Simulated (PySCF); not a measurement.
Species: C9H8O2.
Atom-mapped SMILES: `[CH3:1][C:2](=[O:3])[c:4]1[cH:5][cH:6][cH:7][cH:8][cH:9][c:10]1=[O:11]`

Geometry (GFN2-xTB, Å), atoms numbered from 1 in this order:
```xyz
19
C9H8O2 angstrom
C      2.8488   -0.6814    0.1212
C      2.0164    0.5647    0.1253
O      2.4818    1.6651    0.3105
C      0.5342    0.3832   -0.0648
C     -0.2334    1.3327    0.5338
C     -1.6400    1.4892    0.5920
C     -2.5864    0.5627    0.2959
C     -2.3710   -0.7637   -0.1648
C     -1.2437   -1.3065   -0.6708
C      0.0742   -0.7242   -0.9225
O      0.7898   -1.2105   -1.7846
H      2.4310   -1.4158    0.8073
H      3.8705   -0.4406    0.4024
H      2.8314   -1.1124   -0.8783
H      0.3343    2.1172    1.0264
H     -1.9797    2.4424    0.9770
H     -3.6208    0.8340    0.4634
H     -3.2494   -1.3986   -0.1474
H     -1.2979   -2.3283   -1.0295
```

Probes without a nucleus sit at each ring's centroid and 1 Å off its mean plane on both sides; NICS is minus the shielding there, NICSzz its component along the normal. Level: GIAO PBE0/pcSseg-1 (PySCF, non-relativistic, gas phase) on the GFN2-xTB geometry, one conformer.

Ring bond lengths (Å), with Mayer bond orders in brackets: C4–C5 1.360 (1.64), C5–C6 1.416 (1.27), C6–C7 1.357 (1.64), C7–C8 1.421 (1.23), C8–C9 1.350 (1.69), C9–C10 1.463 (1.07), C10–C4 1.474 (0.96).

Q: What do the NICS probes read (ppm)?

A: 
```
                 ring                                                          type  NICS(0)  NICS(1), two faces  NICS(1)zz, two faces  rms pucker (Å)  centre to ring atoms, mean (Å)
C4–C5–C6–C7–C8–C9–C10  7-membered carbocycle; bonds drawn aromatic by RDKit's count     -0.5         -4.7 / -4.1           -9.5 / -9.0            0.13                            1.61
```

Q: What can be read from them?

A: 
- C4–C5–C6–C7–C8–C9–C10: mean NICS(1)zz -9.2 ppm, shielded. The ring is puckered (0.13 Å rms).

Q: And the bond-length index? HOMA = 1 − mean of α(R − Ropt)² over the ring bonds, with Krygowski's 1993 parameters (CC: Ropt 1.388 Å, α 257.7 Å⁻²).

A: 
- C4–C5–C6–C7–C8–C9–C10: HOMA 0.33 = 1 − EN − GEO, with mean bond length 1.406 Å, EN = α(Ropt − mean)² = 0.082 and GEO = α × variance = 0.585.

Q: At the second NICS(1) probe listed for ring C4–C5–C6–C7–C8–C9–C10, 1 Å off the ring, what do the in-plane components average?

A: The isotropic value is a third of the trace: (3 × -4.1 − (-9.0))/2 = -1.6 ppm.

Q: What are the shieldings of the ring atoms and their hydrogens in the same run (means over atoms taken as equivalent)?

A: 
```tsv
atoms	environment	σ isotropic (ppm)	principal values of the symmetric part, first atom (ppm)
C4	unsaturated ring carbon	33.1	-46.3, 5.9, 139.8
C5	unsaturated ring CH carbon	43.9	-68.5, 29.7, 170.6
C6	unsaturated ring CH carbon	45.7	-67.7, 44.5, 160.3
C7	unsaturated ring CH carbon	41.9	-73.4, 37.3, 161.7
C8	unsaturated ring CH carbon	47.5	-72.7, 49.4, 165.8
C9	unsaturated ring CH carbon	32.7	-60.0, 22.9, 135.1
C10	ring carbonyl carbon	-1.8	-87.9, -17.6, 100.3
H15	hydrogen on carbon	23.54	19.2, 23.0, 28.5
H16	hydrogen on carbon	24.26	21.0, 24.1, 27.7
H17	hydrogen on carbon	24.35	21.4, 24.0, 27.7
H18	hydrogen on carbon	24.31	21.0, 23.9, 28.0
H19	hydrogen on carbon	24.30	20.8, 23.9, 28.2
```
